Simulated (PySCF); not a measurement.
# Cost of excited-state runs on [C$_{6}$H$_{10}$GeN$_{2}$]-, doublet, charge -1

Geometry (Å), atoms numbered from 1 in this order:
```xyz
19

C    -1.8827   -1.9853    0.7217
N    -1.0536   -1.2585    0.0964
C    -1.0602    0.0982    0.1169
C    -1.9269    1.0569    0.6563
C    -1.3987    2.2950    0.2999
C    -0.2424    2.0367   -0.4254
N    -0.0424    0.7248   -0.5262
Ge    1.4348   -0.5052   -1.4659
C     2.3711   -0.9128    0.2933
H    -1.7956   -3.0591    0.6257
H    -2.6930   -1.6157    1.3604
H    -2.8294    0.8777    1.2168
H    -1.8029    3.2653    0.5407
H     0.4517    2.7313   -0.8657
H     2.5731   -1.6259   -2.6209
H     2.2504    0.8422   -1.8831
H     3.4162   -1.1415    0.1052
H     2.3059   -0.0523    0.9531
H     1.9148   -1.7624    0.7934
```

Total charge -1.

PySCF with density fitting, on 1 thread of an Intel Xeon, shared host. Command: `OMP_NUM_THREADS=1 python excited_run.py task.json out`

Question: How long does this run take, and how much memory?
- open-shell absorption, BHandHLYP/def2-SVP; 10 states; full response; IEF-PCM cyclohexane

Answer: 
| run | level | basis functions | wall time | peak memory (GiB) |
| --- | --- | --- | --- | --- |
| open-shell absorption | BHandHLYP/def2-SVP | 194 | 4.7 min | 0.99 |

Times from a shared host are rough.
